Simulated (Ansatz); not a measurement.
C2H4Cl2Si can be A, `C=C[SiH](Cl)Cl`, or B, `Cl[C@@H]1[SiH2][C@H]1Cl`.

Program: Ansatz. Geometries: PBE0-D4/def2-TZVP. ΔE: electronic, gas phase. CCSD(T)/CBS is the MP2 limit (def2-TZVPP, def2-QZVPP) plus CCSD(T) − MP2 in def2-TZVPP, frozen cores. DFT in def2-TZVPP. B3LYP here is the variant with VWN-RPA as its local correlation; programs differ in this. Each species was taken in one conformer, which may not be the lowest.

A:

Z-matrix (Å, degrees):
```
Si
C 1 1.839
Cl 1 2.047 2 110.4
Cl 1 2.047 2 110.4 3 -119.3
H 1 1.477 2 110.9 3 120.4
C 2 1.330 1 120.7 3 -120.5
H 2 1.088 1 119.7 3 59.6
H 6 1.087 2 121.8 1 -0.0
H 6 1.086 2 122.2 1 180.0
```

B:

Z-matrix (Å, degrees):
```
C
Si 1 1.862
C 1 1.521 2 65.9
Cl 1 1.756 2 126.1 3 -108.2
H 1 1.086 2 115.0 3 106.0
H 2 1.475 1 117.2 3 -107.1
H 2 1.476 1 119.9 3 101.0
Cl 3 1.756 1 118.0 2 119.5
H 3 1.086 1 113.6 2 -108.0
```

(1) Which is lower in electronic energy at CCSD(T)/CBS, and by how much? (Best estimate.)

(2) Give E(B) − E(A) in kJ/mol with B2PLYP, HF/def2-TZVPP, MP2/def2-TZVPP, CCSD(T)/def2-TZVPP, CCSD/def2-TZVPP, B3LYP, PBE-D4. (Best estimate.)

Largest T1 diagnostic: 0.011.

Results:

(1) The calculation gave: A, by 377.6 kJ/mol.

(2) Ansatz gave: B2PLYP 378.6, HF/def2-TZVPP 419.1, MP2/def2-TZVPP 375.3, CCSD(T)/def2-TZVPP 375.1, CCSD/def2-TZVPP 380.4, B3LYP 376.0, PBE-D4 344.1. None reverses the order clearly.

From PBE to PBE0 (25 % exact exchange), in def2-TZVPP and without D4, E(B) − E(A) moves by +10.9 kJ/mol. In def2-TZVPP, CCSD(T) changes the Hartree–Fock value by −44.0 kJ/mol (the triples alone add −5.3 kJ/mol) and MP2 by −43.8 kJ/mol.
